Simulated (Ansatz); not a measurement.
Relaxation of FGaH4 (6 atoms, charge 0, multiplicity 1), to a largest force component of 0.03 eV/Å in at most 50 steps.

Computed with RKS PBE/def2-SVP in Ansatz 0.2.0.

```xyz
6
Properties=species:S:1:pos:R:3
Ga -0.002 0.240 -0.071
H 0.005 0.241 1.508
H 1.382 0.313 -0.819
H -1.397 0.255 -0.803
F 0.078 -2.357 1.192
H 0.062 -1.603 1.745
```

Where does it end, and by what steps?

The forces met the threshold. After 5 steps the energy has fallen by 0.177 eV; F5 moved furthest, 0.42 Å.

```tsv
step	energy less start (eV)	largest force component (eV/Å)	accepted
0	0.0000	0.449	yes
1	-0.0858	0.384	yes
2	-0.1684	0.309	yes
3	-0.1726	0.158	yes
4	-0.1760	0.075	yes
5	-0.1765	0.022	yes
```

```xyz
6
Properties=species:S:1:pos:R:3
Ga 0.005 0.063 0.010
H 0.011 0.246 1.625
H 1.394 0.166 -0.720
H -1.398 0.098 -0.701
F 0.065 -2.050 0.900
H 0.052 -1.434 1.639
```

Whether the end is a true minimum wasn't checked by a vibrational analysis.

Run time: 8.9 s on 1 thread of Arm Neoverse V1, on a shared host, peak memory 0.11 GiB.
